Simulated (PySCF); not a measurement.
## BeO: one state, many levels of theory

State: ¹Σ⁺ (singlet), closed shell. Set-up: Be 6-31G(d,p), O 6-31G(d,p); no relativity (PySCF 2.14). De refers to Be + O in their high-spin ground configurations, without counterpoise correction. A positive dipole means Be(−)O(+).

```json
{"Level": "RHF", "Re (Å)": "1.296", "ωe (cm⁻¹)": "1741", "De (eV)": "1.58", "μ (D)": "-6.77"}
{"Level": "RHF-MP2", "Re (Å)": "1.358", "ωe (cm⁻¹)": "1374", "De (eV)": "4.75", "μ (D)": "n/a"}
{"Level": "RHF-SCS-MP2", "Re (Å)": "1.351", "ωe (cm⁻¹)": "1407", "De (eV)": "4.40", "μ (D)": "n/a"}
{"Level": "RHF-CCSD", "Re (Å)": "1.334", "ωe (cm⁻¹)": "1540", "De (eV)": "3.62", "μ (D)": "n/a"}
{"Level": "RHF-CCSD(T)", "Re (Å)": "1.350", "ωe (cm⁻¹)": "1424", "De (eV)": "3.88", "μ (D)": "n/a"}
{"Level": "PBE", "Re (Å)": "1.348", "ωe (cm⁻¹)": "1468", "De (eV)": "5.15", "μ (D)": "-5.11"}
{"Level": "PBEsol", "Re (Å)": "1.345", "ωe (cm⁻¹)": "1478", "De (eV)": "5.46", "μ (D)": "-5.17"}
{"Level": "PW91", "Re (Å)": "1.346", "ωe (cm⁻¹)": "1473", "De (eV)": "5.21", "μ (D)": "-5.13"}
{"Level": "r²SCAN", "Re (Å)": "1.337", "ωe (cm⁻¹)": "1523", "De (eV)": "4.83", "μ (D)": "-5.57"}
{"Level": "r²SCANh", "Re (Å)": "1.330", "ωe (cm⁻¹)": "1552", "De (eV)": "4.61", "μ (D)": "-5.76"}
{"Level": "PBE0", "Re (Å)": "1.326", "ωe (cm⁻¹)": "1563", "De (eV)": "4.46", "μ (D)": "-5.75"}
{"Level": "ωB97X", "Re (Å)": "1.323", "ωe (cm⁻¹)": "1584", "De (eV)": "4.51", "μ (D)": "-6.00"}
```

Q: What are the measured Re and ωe, and which levels come closest?

A: Re = 1.3309 Å and ωe = 1487.32 cm⁻¹ (Huber and Herzberg, Constants of Diatomic Molecules (1979)). Closest are r²SCANh for the length (off by -0.001 Å) and PBEsol for the frequency (off by -0.6 %).

| Level | error in Re (pm) | error in ωe (%) |
| --- | --- | --- |
| RHF | -3.5 | 17.0 |
| RHF-MP2 | 2.7 | -7.6 |
| RHF-SCS-MP2 | 2.0 | -5.4 |
| RHF-CCSD | 0.3 | 3.5 |
| RHF-CCSD(T) | 2.0 | -4.2 |
| PBE | 1.7 | -1.3 |
| PBEsol | 1.4 | -0.6 |
| PW91 | 1.5 | -0.9 |
| r²SCAN | 0.6 | 2.4 |
| r²SCANh | -0.1 | 4.3 |
| PBE0 | -0.5 | 5.1 |
| ωB97X | -0.8 | 6.5 |

Correlated steps freeze 1 core orbital. Correlated levels converge slowly with the basis: in double zeta they bind strong bonds too weakly, by up to about 1 eV, and carry superposition errors of some tenths. Where the molecule has an RHF reference, its open-shell atoms are computed with UHF. The CCSD T1 diagnostic is raised, a sign that a single reference may not be enough here.
